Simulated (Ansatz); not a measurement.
Ligand exchange: ZnH(NH2) + CH2N2 → Zn(NH2)2 + HCN

Species: ZnH(NH2), singlet; CH2N2 (cyanamide) `N#CN`, singlet; Zn(NH2)2, singlet; HCN (hydrogen cyanide) `C#N`, singlet. The partners trade H for NH2: Zn–H and C–NH2 bonds give way to Zn–NH2 and C–H.

Shapes, held fixed at every level: PBE0-D4/def2-TZVP. Programs: Ansatz 0.2.0. The zero-point and thermal change to 298 K, harmonic and unscaled (PBE0-D4/def2-TZVP), is +4.9 kJ/mol.

(1) Estimate ΔH(298 K) of this reaction.

Results:

(1) wB97M-V/def2-TZVPP gives ΔH(298 K) = -41.6 kJ/mol; the levels span -41.6 to -29.4. The median of the levels is -35.7. No measured value is set beside it here. Relativity is left out for Zn. Times are processor times on shared x86 and Arm servers, and rough.

```
                level                    kind  ΔH(298 K) (kJ/mol)  CPU time (sum over the molecules)
    PBE-D4/def2-TZVPP                     GGA               -29.7                               13 s
 r2SCAN-D4/def2-TZVPP                meta-GGA               -35.3                               24 s
  B3LYP-D4/def2-TZVPP           global hybrid               -36.2                               18 s
  BHLYP-D4/def2-TZVPP           global hybrid               -36.5                               15 s
   PBE0-D4/def2-TZVPP           global hybrid               -29.4                               14 s
r2SCAN0-D4/def2-TZVPP           global hybrid               -33.6                               25 s
   wB97X-V/def2-TZVPP  range-separated hybrid               -39.8                               36 s
   wB97M-V/def2-TZVPP  range-separated hybrid               -41.6                               50 s
```
